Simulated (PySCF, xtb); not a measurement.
PbH2, SMILES [PbH2] (connectivity only; charge and spin as stated), neutral, multiplicity 1.

Harmonic wavenumbers (cm⁻¹) from GFN2-xTB run with xtb at its own minimum, in rising order: 750, 1546, 1591.

Problem. What does B3LYP-D3(BJ)/def2-TZVPD in PySCF 2.14.0 give at its own minimum? (The exact figures need the calculation; the answer reports its results.)

Solution. 724, 1583, 1587. Paired by order, the mean absolute difference is 23 cm⁻¹ and the zero-point energies are 5.6 and 5.6 kcal/mol.
